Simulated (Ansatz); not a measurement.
Task: Predict a relaxed structure of BMe2Cl (C2H6BCl), charge 0, singlet, at PBE-D4/def2-SVP (Ansatz).

Result: 
Cartesian coordinates in Å:
```
B 0.527 -0.100 -0.018
C -0.016 0.819 1.132
H -0.334 0.142 1.960
H -0.927 1.379 0.835
H 0.734 1.513 1.557
C -0.386 -0.741 -1.120
H -0.493 0.019 -1.929
H -1.416 -0.940 -0.757
H 0.032 -1.652 -1.590
Cl 2.278 -0.438 -0.071
```
Point group C2 (tolerance 0.1 Å). This is one stationary point.
